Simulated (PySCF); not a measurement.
## Orbital picture of GeTe

r²SCANh at R = 2.351 Å; basis Ge def2-SVP, Te def2-SVP with ECP28; scalar-relativistic core potentials; PySCF 2.14. State: ¹Σ⁺ (singlet), closed shell. Only the outer orbitals are listed, counted within each symmetry, core potentials removing the inner ones.

```json
{"orbital": "10σ", "occ.": "2", "ε (eV)": "-16.98", "on Ge (%)": "23", "main shells (%)": "74 Te s, 18 Ge s"}
{"orbital": "11σ", "occ.": "2", "ε (eV)": "-12.09", "on Ge (%)": "66", "main shells (%)": "66 Ge s, 20 Te s, 13 Te p"}
{"orbital": "12σ", "occ.": "2", "ε (eV)": "-6.99", "on Ge (%)": "51", "main shells (%)": "48 Te p, 38 Ge p, 12 Ge s"}
{"orbital": "6π", "occ.": "2", "ε (eV)": "-6.75", "on Ge (%)": "26", "main shells (%)": "73 Te p, 25 Ge p"}
{"orbital": "6π", "occ.": "2", "ε (eV)": "-6.75", "on Ge (%)": "26", "main shells (%)": "73 Te p, 25 Ge p"}
{"orbital": "7π", "occ.": "0", "ε (eV)": "-3.01", "on Ge (%)": "73", "main shells (%)": "73 Ge p, 25 Te p"}
{"orbital": "7π", "occ.": "0", "ε (eV)": "-3.01", "on Ge (%)": "73", "main shells (%)": "73 Ge p, 25 Te p"}
{"orbital": "13σ", "occ.": "0", "ε (eV)": "0.55", "on Ge (%)": "62", "main shells (%)": "60 Ge p, 37 Te p"}
```

**Question.** Which are the highest filled and the lowest empty level, where do they sit, and how wide is the gap?

**Answer.** Highest filled 6π at -6.75 eV (in %: 73 Te p, 25 Ge p); lowest empty 7π at -3.01 eV (in %: 73 Ge p, 25 Te p); the gap at r²SCANh is 3.74 eV.

| Property | Result |
| --- | --- |
| bond order (Mayer) | 2.46 |
| ⟨S²⟩ | 0.000 |
| charge on Ge (Mulliken, basis-dependent) | 0.16 |
| charge on Ge (Löwdin, basis-dependent) | 0.01 |
| dipole moment (positive dipole means Ge(−)Te(+)) | -1.11 D |

Spin–orbit coupling is left out.
